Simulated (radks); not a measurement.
Species: Cr1.4+. Configuration: [Ar] 3d(3/2: 4, 5/2: 0.6) (fractional occupations, a model configuration).

Method: Dirac Kohn-Sham, PBE, spin-unpolarised, spherical densities, point nucleus; computed with a radial shooting solver on a logarithmic mesh with Libxc functionals.

Energy parts (eV):
part                      energy
total                 -28575.145
kinetic                28911.513
electron-nucleus      -67973.698
Hartree                11803.556
exchange-correlation   -1316.516

Orbitals (lengths in bohr, moments of r in powers of bohr):
orbital  occ.  eigenvalue (eV)     <r^2>       <r^4>
1s1/2       2        -5891.968  0.005431  0.00007590
2s1/2       2        -678.9632    0.1015     0.01806
2p1/2       2        -578.3103   0.08198     0.01379
2p3/2       4        -569.6611   0.08367     0.01432
3s1/2       2         -86.0991    0.9391       1.439
3p1/2       2         -58.2233     1.085       2.084
3p3/2       4         -57.2060     1.105       2.164
3d3/2       4         -14.6321     2.336       14.57
3d5/2     0.6         -14.5464     2.356       14.83

The highest occupied level is 3d5/2 at -14.546 eV. Summed over all electrons, <r^2> = 19.94 bohr^2, which gives a Langevin (diamagnetic) susceptibility term of -15.8 x 10^-6 cm^3/mol. The density falls to 0.001 e/bohr^3 at r = 3.41 bohr.
